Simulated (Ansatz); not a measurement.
System: sum formula SnCl2F2, net charge 0, singlet state. SMILES: [F][Sn]([F])([Cl])[Cl]
Geometry: optimised at B3LYP-D3(BJ)/def2-TZVP (Ansatz, a first-principles code).

Property: vertical triplet-singlet gap (E(triplet) - E(singlet); each state is the SCF solution reached for its spin), in eV. Cores are frozen in the correlated levels unless marked. UHF or UKS for open shells. Spin-orbit coupling is left out. The frozen core is the preceding noble-gas configuration, with the filled d and f shells of earlier blocks. Past Kr the def2 sets carry scalar-relativistic core potentials. CBS marks a two-point X^-3 extrapolation of the correlation energy; Hartree-Fock from the larger set.

```json
[
 {"level": "CAM-B3LYP/def2-TZVPD", "program": "Ansatz", "vertical triplet-singlet gap (eV)": "?"},
 {"level": "SCS-MP2/def2-TZVPPD", "program": "Ansatz", "vertical triplet-singlet gap (eV)": "6.16"},
 {"level": "SCS-MP2/def2-QZVPPD", "program": "Ansatz", "vertical triplet-singlet gap (eV)": "6.23"},
 {"level": "CCSD(T)/CBS(def2-TZVPPD,def2-QZVPPD)", "program": "Ansatz", "vertical triplet-singlet gap (eV)": "6.01"}
]
```

Q: Complete the blanks.

A: 
- CAM-B3LYP/def2-TZVPD, vertical triplet-singlet gap (eV): 5.20
